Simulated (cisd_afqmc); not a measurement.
Input (AFQMC/CISD/def2-SVP; cisd_afqmc is a phaseless AFQMC code with CISD trial states that reads the integrals written by Ansatz):

Ansatz 0.2 input:
```python
import cisd_afqmc

open("ham.yaml", "w").write("""\
crystal:
  periodic: [false, false, false]
  atoms:
    - {symbol: Na, position_ang: [-0.00000000, -0.00000000, -0.86720303]}
    - {symbol: F, position_ang: [0.00000000, 0.00000000, 1.05991481]}
basis:
  gaussian:
    orbitals: def2-SVP
magnetization: {spin_polarized: false}
correlation: {method: ccsd, electrons: outside_noble_gas, hamiltonian_folder: ham}
""")
rep = cisd_afqmc.ansatz("ham.yaml")
e_ccsd = rep["correlation"]["coupled_cluster"]["energy"]["hartree"]
out = cisd_afqmc.run("ham", e_ccsd, trial="CISD", walkers=200, populations=8, threads=8, dt=0.005, steps=40, early=24, settle=10, least=32,
    cut=5e-5, rank_cut=2e-4, target=0.0004, seconds=1500, seed=1, memory=17280, gpu=False)
```

Output:

```
orbitals 23, occupied [4], factors 97 of 264, rank of the doubles 42 of 76
E(HF) = -261.178641
E(CCSD) on the cut factors = -261.382379, shift to the whole factors -0.000001
Energy of the trial state on the determinant = -261.382393
  tau behind 7.2 of longer steps, mean of the populations' last blocks
   2.0  -261.38509
   4.0  -261.38506
   6.0  -261.38595
   8.0  -261.38506
blocks 261 (0 outliers left out), error by blocks joined: 1: 0.00017, 2: 0.00020, 4: 0.00022, 8: 0.00025, 16: 0.00026
E(AFQMC/CISD) = -261.38530 +/- 0.00026
```
